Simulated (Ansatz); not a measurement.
# How methods differ on CH7GaSi (SMILES [CH3][GaH][SiH3])

CH7GaSi has 10 atoms, charge 0, and is taken as a singlet. As SMILES, `[CH3][GaH][SiH3]`. Geometry: relaxed at PBE0-D4/def2-TZVP.

Each level gives the electronic atomisation energy (eV). The values are calculated. Electronic energies at fixed atoms, without zero-point motion or spin-orbit coupling.

| level | kind | program | value (eV) | less CCSD(T)/6-31G* | CPU time (all runs) |
| --- | --- | --- | --- | --- | --- |
| HF/6-31G* (spherical functions) | Hartree–Fock | Ansatz | 23.37 | -4.22 | 3.2 s |
| SVWN5/6-31G* (spherical functions) | LDA | Ansatz | 34.32 | +6.73 | 8.3 s |
| PBE/6-31G* (spherical functions) | GGA | Ansatz | 30.56 | +2.97 | 12 s |
| PBE0/6-31G* (spherical functions) | global hybrid | Ansatz | 30.50 | +2.91 | 13 s |
| wB97X/6-31G* (spherical functions) | range-separated hybrid | Ansatz | 30.96 | +3.37 | 47 s |
| B2PLYP/6-31G* (spherical functions) | double hybrid | Ansatz | 29.59 | +2.00 | 18 s |
| RPA@PBE0/6-31G* (spherical functions) | RPA | Ansatz | 27.45 | -0.14 | 22 s |
| CCSD(T)/6-31G* (spherical functions) | coupled cluster or CI | Ansatz | 27.59 | 0.00 | 15 s |

CCSD(T)/6-31G* (spherical functions) is the highest level here, not the true value. All-electron rows without a relativistic Hamiltonian named are non-relativistic. Correlated wave functions underbind in double-zeta sets. The values span 23.37 to 34.32 eV. In the correlated wave-function rows the outer d shell of Ga is correlated, in sets not made for it. In so small a basis fixed costs decide the times, and correlated methods can beat functionals. Times are those of the runs behind each value, whatever else they computed, on shared processors of several kinds: orders of magnitude only.
